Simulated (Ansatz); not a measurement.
Molecule: triiodo(methyl)silane, CH$_{3}$I$_{3}$Si, net charge 0, singlet state. 
Geometry from a B3LYP-D3(BJ)/def2-TZVP (Ansatz, an electronic-structure program) optimisation:
```
Si
C 1 1.8602
H 2 1.0905 1 109.65
H 2 1.0905 3 109.29 1 120.22
H 2 1.0905 3 109.29 4 119.55
I 1 2.4559 2 109.54 3 -180.00
I 1 2.4559 2 109.54 3 60.00
I 1 2.4559 2 109.54 3 -60.00
```
Charge 0, spin multiplicity 1.

Basis-set convergence of Hartree-Fock and CCSD correlation energies (hartree) with Ansatz. Correlated levels leave the core frozen unless marked. Spin-orbit coupling is left out. Frozen are the shells of the preceding noble gas and the d and f shells that filled before the atom's block. In def2 rows, elements after Kr have scalar-relativistic effective core potentials.

```
basis        functions        E(HF)  E(corr, CCSD)
-----------  ---------  -----------  -------------
def2-SVPD          173  -1218.52743       -0.60647
def2-TZVPPD        313  -1218.69941       -0.76531
def2-QZVPPD        511  -1218.71275       -0.83610
```

Extrapolating the two largest sets (X = 3 and 4) as X^-3: E(corr) = (64·(-0.83610) - 27·(-0.76531))/37 = -0.8878 Eh, an estimate of the basis-set limit. The largest set recovers 94.2 % of it, the smallest 68.3 %.
